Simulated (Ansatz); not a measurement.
BI2, SMILES I[B]I, multiplicity 2.

Coordinates come from a PBE0-D3(BJ)/def2-TZVP optimisation. The isomer is the one that the SMILES or the coordinates give; other isomers of the formula were not compared. The def2 effective core potentials stand for the cores of I; spin–orbit coupling is left out.

Two levels are set side by side: PBE/def2-SVPD (Ansatz, a first-principles code) and CAM-B3LYP/def2-SVPD (Ansatz). Energy differences of separate SCF runs at the same geometry; the states with an electron removed or added have multiplicity 1 and 1. Differences are taken from unrounded values.

```json
[
 {"quantity": "vertical ionisation energy (eV)", "CAM-B3LYP": "8.06"},
 {"quantity": "vertical electron affinity (eV)", "CAM-B3LYP": "0.89"}
]
```

Problem. What does PBE give, and how far is it from CAM-B3LYP? (The exact figures need the calculation; the answer reports its results.)

Solution. 
```tsv
quantity	PBE	PBE minus CAM-B3LYP
vertical ionisation energy (eV)	7.69	-0.36
vertical electron affinity (eV)	0.90	0.01
```
